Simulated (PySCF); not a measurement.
A species of formula C6H13FGe has this rotational fingerprint, computed with PBE0-D3(BJ)/def2-SVP geometry optimisation, gas phase in PySCF:

```
Rotational constants : A = 2359, B = 1037, C = 798.1 MHz
Dipole components    : |μa| = 2.40 D, |μb| = 0.98 D, |μc| = 0.85 D
Inertial defect      : -68.54 u·Å²
κ                    : -0.69
```

**Question.** Which structure is it? (One computed conformer of each.)
A. `[CH3:1][C@@H:2]1[CH2:3][CH2:4][CH2:5][Ge@H:6]([F:7])[CH2:8]1` with C1–C2–C3–C4 169°, C2–C3–C4–C5 69°, C3–C4–C5–Ge6 -53°, C4–C5–Ge6–F7 154°
B. `[CH3:1][CH:2]([CH3:3])[C@@H:4]1[GeH2:5][CH2:6][C@@H:7]1[F:8]` with C1–C2–C4–Ge5 170°, C2–C4–Ge5–C6 -142°, C4–Ge5–C6–C7 19°, Ge5–C6–C7–F8 90°, C2–C4–C7–C6 153°
C. `[CH3:1][Ge@@H:2]1[CH2:3][CH2:4][CH2:5][CH2:6][C@@H:7]1[F:8]` with C1–Ge2–C3–C4 -162°, Ge2–C3–C4–C5 56°, C3–C4–C5–C6 -67°, C4–C5–C6–C7 66°
D. `[CH3:1][C@@:2]1([GeH3:3])[CH2:4][CH2:5][C@H:6]([F:7])[CH2:8]1` with C1–C2–C4–C5 154°, C2–C4–C5–C6 -14°, C4–C5–C6–F7 105°, C5–C6–C8–C2 33°

**Answer.** A. It is C[C@@H]1CC[CH2][Ge@H]([F])[CH2]1, an asymmetric top, point group C1. The candidates at the same level (rigid rotor, commonest isotopes):

```csv
SMILES,A (MHz),B (MHz),C (MHz),μa (D),μb (D),μc (D),Δ (u·Å²),point group,rotor
C[C@@]1([GeH3])CC[C@H](F)C1,1839,1220,951.4,1.19,1.99,0.04,-158.04,C1,asymmetric top
C[C@@H]1CC[CH2][Ge@H]([F])[CH2]1,2359,1037,798.1,2.40,0.98,0.85,-68.54,C1,asymmetric top
CC(C)[C@@H]1[GeH2][CH2][C@@H]1F,1965,1096,794.3,0.06,0.53,1.40,-82.09,C1,asymmetric top
[CH3][Ge@@H]1[CH2]CCC[C@@H]1F,2056,1292,968.5,0.03,0.79,0.73,-115.23,C1,asymmetric top
```

`C[C@@]1([GeH3])CC[C@H](F)C1` has A 22 % too low; `[CH3][Ge@@H]1[CH2]CCC[C@@H]1F` has B 25 % too high; `CC(C)[C@@H]1[GeH2][CH2][C@@H]1F` has A 17 % too low. No structure here is proved a minimum.
